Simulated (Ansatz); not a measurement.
## Nudged elastic band run: BCl$_{2}$H$_{2}$O

The input (input.yaml):

```yaml
crystal:
  periodic: [false, false, false]
  atoms:
    - { symbol: B, position_ang: [0.075616, 0.057347, 0.002889] }
    - { symbol: H, position_ang: [0.228136, 0.301316, 1.178377] }
    - { symbol: Cl, position_ang: [1.468617, -0.130068, -1.01737] }
    - { symbol: Cl, position_ang: [-1.531218, -0.110219, -0.63849] }
    - { symbol: O, position_ang: [-0.208052, -0.006361, 3.007224] }
    - { symbol: H, position_ang: [-0.547499, -0.913114, 2.88447] }
magnetization:
  spin_polarized: true
  initial_magnetization: 1
basis:
  gaussian: { orbitals: def2-SVP }
hamiltonian:
  xc: pbe0
  dispersion: d4
neb:
  order_check: false
  images: 9
  f_tol: 0.05
  max_iterations: 60
  final_atoms:
    - { symbol: B, position_ang: [0.13113431, -0.02193808, -0.24958242] }
    - { symbol: H, position_ang: [0.2134711, 0.3139826, 2.10044349] }
    - { symbol: Cl, position_ang: [1.45775905, -0.19215602, -1.3418033] }
    - { symbol: Cl, position_ang: [-1.53127947, -0.09193966, -0.68811752] }
    - { symbol: O, position_ang: [-0.40875957, 0.07689934, 2.80215932] }
    - { symbol: H, position_ang: [-0.37672541, -0.88594719, 2.79400043] }
  initial_path:
    images:
      - { positions_ang: [[0.075616, 0.057347, 0.002889], [0.228136, 0.301316, 1.178377], [1.468617, -0.130068, -1.01737], [-1.531218, -0.110219, -0.63849], [-0.208052, -0.006361, 3.007224], [-0.547499, -0.913114, 2.88447]] }
      - { positions_ang: [[0.05861136, 0.04444703, 0.00193683], [0.18366214, 0.24187759, 1.23030241], [1.4931942, -0.10723676, -1.00364687], [-1.5509578, -0.09076717, -0.6937578], [-0.16252745, -0.00221226, 2.95535743], [-0.53638245, -0.88720743, 2.92690799]] }
      - { positions_ang: [[0.04160672, 0.03154705, 0.00098467], [0.13918829, 0.18243918, 1.28222783], [1.5177714, -0.08440552, -0.98992373], [-1.57069761, -0.07131533, -0.74902561], [-0.1170029, 0.00193649, 2.90349087], [-0.52526591, -0.86130086, 2.96934598]] }
      - { positions_ang: [[0.02460209, 0.01864708, 3.25e-05], [0.09471443, 0.12300077, 1.33415324], [1.5423486, -0.06157428, -0.9762006], [-1.59043741, -0.0518635, -0.80429341], [-0.07147835, 0.00608523, 2.8516243], [-0.51414936, -0.8353943, 3.01178396]] }
      - { positions_ang: [[0.00759745, 0.0057471, -0.00091966], [0.05024057, 0.06356236, 1.38607865], [1.5669258, -0.03874304, -0.96247746], [-1.61017721, -0.03241167, -0.85956121], [-0.0259538, 0.01023398, 2.79975773], [-0.50303281, -0.80948773, 3.05422195]] }
      - { positions_ang: [[-0.00940719, -0.00715287, -0.00187183], [0.00576671, 0.00412395, 1.43800407], [1.591503, -0.0159118, -0.94875433], [-1.62991701, -0.01295983, -0.91482902], [0.01957075, 0.01438272, 2.74789116], [-0.49191627, -0.78358116, 3.09665994]] }
      - { positions_ang: [[0.01870111, -0.01010991, -0.05141394], [0.04730759, 0.06609568, 1.57049195], [1.56475421, -0.05116065, -1.02736412], [-1.6101895, -0.0287558, -0.86948672], [-0.06609531, 0.02688604, 2.7587448], [-0.46887809, -0.80405436, 3.03612804]] }
      - { positions_ang: [[0.04680941, -0.01306696, -0.10095606], [0.08884847, 0.12806741, 1.70297984], [1.53800542, -0.08640949, -1.10597391], [-1.590462, -0.04455176, -0.82414442], [-0.15176138, 0.03938937, 2.76959843], [-0.44583992, -0.82452757, 2.97559613]] }
      - { positions_ang: [[0.07491771, -0.016024, -0.15049818], [0.13038934, 0.19003914, 1.83546772], [1.51125663, -0.12165833, -1.18458371], [-1.57073449, -0.06034773, -0.77880212], [-0.23742744, 0.05189269, 2.78045206], [-0.42280175, -0.84500077, 2.91506423]] }
      - { positions_ang: [[0.10302601, -0.01898104, -0.2000403], [0.17193022, 0.25201087, 1.9679556], [1.48450784, -0.15690717, -1.2631935], [-1.55100698, -0.07614369, -0.73345982], [-0.32309351, 0.06439602, 2.79130569], [-0.39976358, -0.86547398, 2.85453233]] }
      - { positions_ang: [[0.13113431, -0.02193808, -0.24958242], [0.2134711, 0.3139826, 2.10044349], [1.45775905, -0.19215602, -1.3418033], [-1.53127947, -0.09193966, -0.68811752], [-0.40875957, 0.07689934, 2.80215932], [-0.37672541, -0.88594719, 2.79400043]] }
```

Run as:

```bash
$ ansatz run input.yaml --threads 2 --pin off --max-ram 3072MiB --backend cpu --events-out ev --progress --plain --runs-dir out
```

Output, in part (warnings, iteration lines):

```
NEB end point (image 0): max|allowed force component| = 1.958e-2 eV/Å (the criterion of neb.relax_end_points is 1.000e-2)
NEB end point (image 10): max|allowed force component| = 3.853e-3 eV/Å (the criterion of neb.relax_end_points is 1.000e-2)
NEB iter   1: max|band force component| = 2.923e0 eV/Å  barrier→ = 0.5014 eV  barrier← = 1.1272 eV  Δτ_max = 0.2000 Å  (599 SCF iters)
NEB iter   2: max|band force component| = 1.800e0 eV/Å  barrier→ = 0.0543 eV  barrier← = 0.6801 eV  Δτ_max = 0.2000 Å  (376 SCF iters)
NEB iter   3: max|band force component| = 2.756e0 eV/Å  barrier→ = 0.0965 eV  barrier← = 0.7223 eV  Δτ_max = 0.1005 Å  (384 SCF iters)
NEB iter   4: max|band force component| = 1.016e0 eV/Å  barrier→ = 0.0414 eV  barrier← = 0.6673 eV  Δτ_max = 0.1967 Å  (357 SCF iters)
NEB iter   5: max|band force component| = 9.453e-1 eV/Å  barrier→ = 0.0325 eV  barrier← = 0.6583 eV  Δτ_max = 0.2000 Å  (369 SCF iters)
NEB iter   6: max|band force component| = 1.277e0 eV/Å  barrier→ = 0.1194 eV  barrier← = 0.7452 eV  Δτ_max = 0.1013 Å  (363 SCF iters)
NEB iter   7: max|band force component| = 2.894e0 eV/Å  barrier→ = 0.0142 eV  barrier← = 0.6400 eV  Δτ_max = 0.0505 Å  (398 SCF iters)
NEB iter   8: max|band force component| = 1.359e0 eV/Å  barrier→ = 0.0046 eV  barrier← = 0.6304 eV  Δτ_max = 0.1020 Å  (355 SCF iters)
NEB iter   9: max|band force component| = 1.281e0 eV/Å  barrier→ = 0.0000 eV  barrier← = 0.6258 eV  Δτ_max = 0.0503 Å  (354 SCF iters)
NEB iter  10: max|band force component| = 9.972e-1 eV/Å  barrier→ = 0.0000 eV  barrier← = 0.6258 eV  Δτ_max = 0.0503 Å  (357 SCF iters)
NEB iter  11: max|band force component| = 9.434e-1 eV/Å  barrier→ = 0.0010 eV  barrier← = 0.6268 eV  Δτ_max = 0.0504 Å  (354 SCF iters)
NEB iter  12: max|band force component| = 9.338e-1 eV/Å  barrier→ = 0.0000 eV  barrier← = 0.6258 eV  Δτ_max = 0.0502 Å  (389 SCF iters)
NEB iter  13: max|band force component| = 8.616e-1 eV/Å  barrier→ = 0.0000 eV  barrier← = 0.6258 eV  Δτ_max = 0.0507 Å  (381 SCF iters)
NEB iter  14: max|band force component| = 7.354e-1 eV/Å  barrier→ = 0.0000 eV  barrier← = 0.6258 eV  Δτ_max = 0.0500 Å  (390 SCF iters)
NEB iter  15: max|band force component| = 5.958e-1 eV/Å  barrier→ = 0.0000 eV  barrier← = 0.6258 eV  Δτ_max = 0.0504 Å  (347 SCF iters)
NEB iter  16: max|band force component| = 6.282e-1 eV/Å  barrier→ = 0.0000 eV  barrier← = 0.6258 eV  Δτ_max = 0.0982 Å  (383 SCF iters)
NEB iter  17: max|band force component| = 4.379e-1 eV/Å  barrier→ = -0.0229 eV  barrier← = 0.6029 eV  CI = image 1  Δτ_max = 0.1014 Å  (344 SCF iters)
NEB iter  18: max|band force component| = 3.523e-1 eV/Å  barrier→ = -0.0056 eV  barrier← = 0.6202 eV  CI = image 1  Δτ_max = 0.1018 Å  (355 SCF iters)
NEB iter  19: max|band force component| = 2.624e-1 eV/Å  barrier→ = -0.0174 eV  barrier← = 0.6084 eV  CI = image 1  Δτ_max = 0.0965 Å  (356 SCF iters)
NEB iter  20: max|band force component| = 2.539e-1 eV/Å  barrier→ = -0.0117 eV  barrier← = 0.6141 eV  CI = image 1  Δτ_max = 0.0503 Å  (347 SCF iters)
NEB iter  21: max|band force component| = 2.855e-1 eV/Å  barrier→ = -0.0087 eV  barrier← = 0.6171 eV  CI = image 1  Δτ_max = 0.0251 Å  (359 SCF iters)
NEB iter  22: max|band force component| = 3.118e-1 eV/Å  barrier→ = -0.0072 eV  barrier← = 0.6186 eV  CI = image 1  Δτ_max = 0.0251 Å  (393 SCF iters)
NEB iter  23: max|band force component| = 3.289e-1 eV/Å  barrier→ = -0.0058 eV  barrier← = 0.6200 eV  CI = image 1  Δτ_max = 0.0502 Å  (391 SCF iters)
NEB iter  24: max|band force component| = 3.739e-1 eV/Å  barrier→ = -0.0031 eV  barrier← = 0.6227 eV  CI = image 1  Δτ_max = 0.0503 Å  (359 SCF iters)
NEB iter  25: max|band force component| = 3.496e-1 eV/Å  barrier→ = -0.0028 eV  barrier← = 0.6230 eV  CI = image 1  Δτ_max = 0.1020 Å  (354 SCF iters)
NEB iter  26: max|band force component| = 2.109e-1 eV/Å  barrier→ = -0.0020 eV  barrier← = 0.6239 eV  CI = image 1  Δτ_max = 0.1009 Å  (360 SCF iters)
NEB iter  27: max|band force component| = 3.432e-1 eV/Å  barrier→ = -0.0010 eV  barrier← = 0.6248 eV  CI = image 1  Δτ_max = 0.0503 Å  (356 SCF iters)
NEB iter  28: max|band force component| = 4.195e-1 eV/Å  barrier→ = -0.0003 eV  barrier← = 0.6255 eV  CI = image 1  Δτ_max = 0.0251 Å  (374 SCF iters)
NEB iter  29: max|band force component| = 2.423e-1 eV/Å  barrier→ = -0.0002 eV  barrier← = 0.6257 eV  CI = image 1  Δτ_max = 0.0252 Å  (354 SCF iters)
NEB iter  30: max|band force component| = 2.470e-1 eV/Å  barrier→ = -0.0000 eV  barrier← = 0.6258 eV  CI = image 1  Δτ_max = 0.0250 Å  (351 SCF iters)
NEB iter  31: max|band force component| = 2.539e-1 eV/Å  barrier→ = 0.0000 eV  barrier← = 0.6258 eV  CI = image 1  Δτ_max = 0.0250 Å  (353 SCF iters)
NEB iter  32: max|band force component| = 2.775e-1 eV/Å  barrier→ = -0.0000 eV  barrier← = 0.6258 eV  CI = image 1  Δτ_max = 0.0504 Å  (342 SCF iters)
NEB iter  33: max|band force component| = 2.681e-1 eV/Å  barrier→ = -0.0000 eV  barrier← = 0.6258 eV  CI = image 1  Δτ_max = 0.1007 Å  (346 SCF iters)
NEB iter  34: max|band force component| = 3.784e-1 eV/Å  barrier→ = 0.0002 eV  barrier← = 0.6260 eV  CI = image 1  Δτ_max = 0.1906 Å  (340 SCF iters)
NEB iter  35: max|band force component| = 3.620e-1 eV/Å  barrier→ = -0.0000 eV  barrier← = 0.6258 eV  CI = image 1  Δτ_max = 0.2000 Å  (332 SCF iters)
NEB iter  36: max|band force component| = 6.346e-1 eV/Å  barrier→ = -0.0002 eV  barrier← = 0.6256 eV  CI = image 1  Δτ_max = 0.1003 Å  (363 SCF iters)
NEB iter  37: max|band force component| = 7.874e-1 eV/Å  barrier→ = -0.0001 eV  barrier← = 0.6257 eV  CI = image 1  Δτ_max = 0.0504 Å  (343 SCF iters)
NEB iter  38: max|band force component| = 8.233e-1 eV/Å  barrier→ = -0.0001 eV  barrier← = 0.6258 eV  CI = image 1  Δτ_max = 0.0505 Å  (342 SCF iters)
NEB iter  39: max|band force component| = 5.974e-1 eV/Å  barrier→ = -0.0001 eV  barrier← = 0.6257 eV  CI = image 1  Δτ_max = 0.0504 Å  (371 SCF iters)
NEB iter  40: max|band force component| = 3.398e-1 eV/Å  barrier→ = -0.0001 eV  barrier← = 0.6257 eV  CI = image 1  Δτ_max = 0.0502 Å  (401 SCF iters)
NEB iter  41: max|band force component| = 2.527e-1 eV/Å  barrier→ = -0.0002 eV  barrier← = 0.6257 eV  CI = image 1  Δτ_max = 0.1004 Å  (359 SCF iters)
NEB iter  42: max|band force component| = 3.537e-1 eV/Å  barrier→ = -0.0002 eV  barrier← = 0.6256 eV  CI = image 1  Δτ_max = 0.0500 Å  (376 SCF iters)
NEB iter  43: max|band force component| = 5.268e-1 eV/Å  barrier→ = -0.0001 eV  barrier← = 0.6257 eV  CI = image 1  Δτ_max = 0.0501 Å  (386 SCF iters)
NEB iter  44: max|band force component| = 5.427e-1 eV/Å  barrier→ = 0.0004 eV  barrier← = 0.6263 eV  CI = image 1  Δτ_max = 0.0999 Å  (334 SCF iters)
NEB iter  45: max|band force component| = 5.836e-1 eV/Å  barrier→ = -0.0003 eV  barrier← = 0.6256 eV  CI = image 1  Δτ_max = 0.1002 Å  (373 SCF iters)
NEB iter  46: max|band force component| = 6.165e-1 eV/Å  barrier→ = -0.0003 eV  barrier← = 0.6255 eV  CI = image 1  Δτ_max = 0.1001 Å  (333 SCF iters)
NEB iter  47: max|band force component| = 7.546e-1 eV/Å  barrier→ = -0.0001 eV  barrier← = 0.6257 eV  CI = image 1  Δτ_max = 0.1003 Å  (355 SCF iters)
NEB iter  48: max|band force component| = 5.536e-1 eV/Å  barrier→ = -0.0002 eV  barrier← = 0.6256 eV  CI = image 1  Δτ_max = 0.1012 Å  (380 SCF iters)
NEB iter  49: max|band force component| = 6.428e-1 eV/Å  barrier→ = -0.0001 eV  barrier← = 0.6257 eV  CI = image 1  Δτ_max = 0.0502 Å  (327 SCF iters)
NEB iter  50: max|band force component| = 7.151e-1 eV/Å  barrier→ = -0.0001 eV  barrier← = 0.6257 eV  CI = image 1  Δτ_max = 0.0507 Å  (340 SCF iters)
NEB iter  51: max|band force component| = 1.059e0 eV/Å  barrier→ = -0.0001 eV  barrier← = 0.6257 eV  CI = image 1  Δτ_max = 0.1013 Å  (324 SCF iters)
NEB iter  52: max|band force component| = 9.960e-1 eV/Å  barrier→ = 0.0002 eV  barrier← = 0.6260 eV  CI = image 1  Δτ_max = 0.1982 Å  (333 SCF iters)
NEB iter  53: max|band force component| = 6.599e-1 eV/Å  barrier→ = -0.0003 eV  barrier← = 0.6256 eV  CI = image 1  Δτ_max = 0.2000 Å  (370 SCF iters)
NEB iter  54: max|band force component| = 2.073e0 eV/Å  barrier→ = 0.0460 eV  barrier← = 0.6718 eV  CI = image 2  Δτ_max = 0.1002 Å  (385 SCF iters)
NEB iter  55: max|band force component| = 9.158e-1 eV/Å  barrier→ = 0.0081 eV  barrier← = 0.6339 eV  CI = image 1  Δτ_max = 0.1931 Å  (340 SCF iters)
NEB iter  56: max|band force component| = 6.391e-1 eV/Å  barrier→ = -0.0016 eV  barrier← = 0.6242 eV  CI = image 1  Δτ_max = 0.1965 Å  (427 SCF iters)
NEB iter  57: max|band force component| = 5.502e-1 eV/Å  barrier→ = -0.0009 eV  barrier← = 0.6249 eV  CI = image 1  Δτ_max = 0.1954 Å  (350 SCF iters)
NEB iter  58: max|band force component| = 8.171e-1 eV/Å  barrier→ = -0.0003 eV  barrier← = 0.6255 eV  CI = image 1  Δτ_max = 0.1012 Å  (373 SCF iters)
NEB iter  59: max|band force component| = 7.945e-1 eV/Å  barrier→ = -0.0004 eV  barrier← = 0.6254 eV  CI = image 1  Δτ_max = 0.1001 Å  (330 SCF iters)
NEB iter  60: max|band force component| = 5.676e-1 eV/Å  barrier→ = -0.0002 eV  barrier← = 0.6256 eV  CI = image 1  Δτ_max = 0.1002 Å  (336 SCF iters)
Error: NEB band did not converge after 60 iterations: max|band force component| = 5.68e-1 eV/Å (threshold 5.0e-2); raise `neb.max_iterations` in a new run, which can start from the last band evaluated (`neb.initial_path`, with `crystal.atoms` and `neb.final_atoms` set to its first and last images), …
```

The run ended unconverged. The band didn't meet its force threshold, so its energies are provisional: the largest band force was still 0.57 eV/Å, and over the last iterations the top stayed at 0.00 eV. Inner images lie below an end point, which means an intermediate or an end that isn't the lowest structure nearby.

Final band (atoms are numbered from 1 in the order of the input):

| image | path coordinate (Å) | energy (eV) | B1–H2 (Å) | H2–O5 (Å) |
| --- | --- | --- | --- | --- |
| 0 | 0.00 | 0.000 | 1.21 | 1.91 |
| 1 | 0.04 | 0.000 | 1.21 | 1.91 |
| 2 | 0.95 | -0.071 | 1.22 | 1.89 |
| 3 | 1.86 | -0.758 | 1.98 | 0.98 |
| 4 | 2.77 | -1.190 | 2.09 | 0.97 |
| 5 | 3.68 | -1.197 | 2.11 | 0.97 |
| 6 | 4.59 | -1.171 | 2.20 | 0.97 |
| 7 | 5.49 | -1.011 | 2.09 | 0.97 |
| 8 | 6.37 | -1.068 | 2.26 | 0.97 |
| 9 | 7.26 | -0.705 | 2.63 | 0.96 |
| 10 | 8.14 | -0.626 | 2.38 | 0.97 |

Run time: 16 min on 2 threads of Arm Neoverse V2 (shared host), peak memory 0.2 GiB.
